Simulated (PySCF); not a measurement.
# Correlation energy of Xe⁺ (xenon, charge +1)

[Kr] 4d10 5s1 5p6, 2S determinant (an excited configuration). All numbers are calculated (PySCF 2.14, the spin-free X2C one-electron Hamiltonian (Gaussian nucleus), in x2c-TZVPPall with one added diffuse shell each of s, p, d, f type (9s7p5d3f, 76 functions)). Frozen: [Kr] 4d10; 7 electrons correlated.

```tsv
level	correlation energy (mhartree)
CCSD	-244.96
(T)	-31.61
CCSD(T)	-276.57
```

Diagnostics: T1 = 0.015, D1 = 0.0256, largest double amplitude 0.205.

Task: Is a single reference adequate?

Result: Not fully. A double-excitation amplitude exceeds 0.15, a sign of near-degeneracy.
